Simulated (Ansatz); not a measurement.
Input file for Ansatz (an electronic-structure program): U-CCSD(T)/def2-SVP on CdH2Se (SMILES [SeH][CdH]), a point of a bond scan (R = 2.509 Å). Elements past Kr take the def2 small-core potentials; no spin–orbit coupling. The run froze 18 orbitals, filled d shells among them.

Ansatz 0.2 input:
```yaml
crystal:
  periodic: [false, false, false]
  atoms:
    - {symbol: Cd, position_ang: [-0.57782857, -0.43492185, -0.71648612]}
    - {symbol: H, position_ang: [-2.00142874, -1.51563944, -2.47758614]}
    - {symbol: Se, position_ang: [0.83268525, 0.66552990, 1.01516222]}
    - {symbol: H, position_ang: [0.95136823, -0.59636766, 1.76637103]}
basis:
  gaussian:
    orbitals: def2-SVP
correlation: {method: ccsd_t, electrons: outside_noble_gas}
scf: {omitted_lower_state_checks: [cluster_reference]}
magnetization: {spin_polarized: true, initial_magnetization: 0}
```

The log:

```
WARN ansatz: RAYON_NUM_THREADS=1 ignored (pool sized by the plan → 1); use --threads N
Functional definition: HF
these checks for a lower state are left out or cut short: cluster_reference
integrals: 0.08 GiB planned
739 factors; integrals over basis functions are off by at most 1.0e-3 eV
mean field: 0.35 GiB planned
mean field evaluation 1: about -69864.0779 eV, gradient 9.3e0 eV
mean field evaluation 2: about -69864.1979 eV, gradient 9.5e0 eV
mean field evaluation 4: about -69865.0985 eV, gradient 1.3e0 eV
mean field evaluation 8: about -69865.1192 eV, gradient 2.6e-4 eV
mean field evaluation 16: about -69864.9594 eV, gradient 2.7e0 eV
mean field evaluation 32: about -69865.2535 eV, gradient 2.5e-2 eV
mean field -69865.25353580 eV, -2567.5007110708 hartree, gradient 2.6e-6 eV, S^2 0.415384; 2 other end points of the search recorded, 0 dependent functions left out
18 core orbitals not correlated
reference -69865.25353580 eV, -2567.5007110708 hartree; 10, 10 occupied and 45, 45 virtual orbitals, 739 factors
second order -10.75241224 eV of doubles, -0.00000000 eV of singles
coupled cluster: 0.22 GiB planned
cycle   1  -10.78881582 eV  change   -3.6e-2 eV  update   8.8e-2
cycle   2  -11.06965620 eV  change   -2.8e-1 eV  update   4.8e-2
cycle   3  -11.18913936 eV  change   -1.2e-1 eV  update   3.9e-2
cycle   4  -11.26628482 eV  change   -7.7e-2 eV  update   2.9e-2
cycle   5  -11.34505299 eV  change   -7.9e-2 eV  update   1.8e-2
cycle   6  -11.37787144 eV  change   -3.3e-2 eV  update   8.7e-3
cycle   7  -11.38224408 eV  change   -4.4e-3 eV  update   2.9e-3
cycle   8  -11.38518036 eV  change   -2.9e-3 eV  update   1.2e-3
cycle   9  -11.38507300 eV  change    1.1e-4 eV  update   5.0e-4
cycle  10  -11.38492504 eV  change    1.5e-4 eV  update   2.1e-4
cycle  11  -11.38511701 eV  change   -1.9e-4 eV  update   7.7e-5
cycle  12  -11.38510112 eV  change    1.6e-5 eV  update   3.0e-5
cycle  13  -11.38508697 eV  change    1.4e-5 eV  update   1.2e-5
coupled cluster: 0.22 GiB planned
perturbative correction -0.30993254 eV, -0.0113898107 hartree
Total energy: -69876.94855530 eV, -2567.9304951105 hartree
Checks for a lower state left out: cluster_reference
```

The calculation finished and met its thresholds. Its determinant has ⟨S²⟩ = 0.42, a mixture of spin states.

Cost: around 11 core-seconds (rough).
